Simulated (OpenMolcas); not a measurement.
Cu2+ (d9) among equal point charges was computed by CASSCF with the d shell active (OpenMolcas, ANO-RCC-VDZP on the metal). Its lowest spin-free states, and all those of the highest spin:

```tsv
2S+1	Degeneracy	E (cm-1)
2	2	0.0
2	2	3637
2	1	5324
```

Problem. Is the site octahedral, tetrahedral or cube-like, axial, or of lower symmetry?

Solution. The states with 2S+1 = 2 have orbital degeneracies 2, 2, 1. There are pairs but no triples, so the site is axial: not cubic, but with a proper or improper axis of order three or more. The run had Cu2+ among 6 point charges of -1 e arranged as a trigonal antiprism (D3d), 1.92 Å from the ion, with a polar angle of 64.6° against the regular 54.74°.

An orbital doublet at a regular site is open to a Jahn-Teller distortion, which this geometry leaves out. This is an electrostatic model: the charges have no orbitals. No measured value stands beside these numbers.
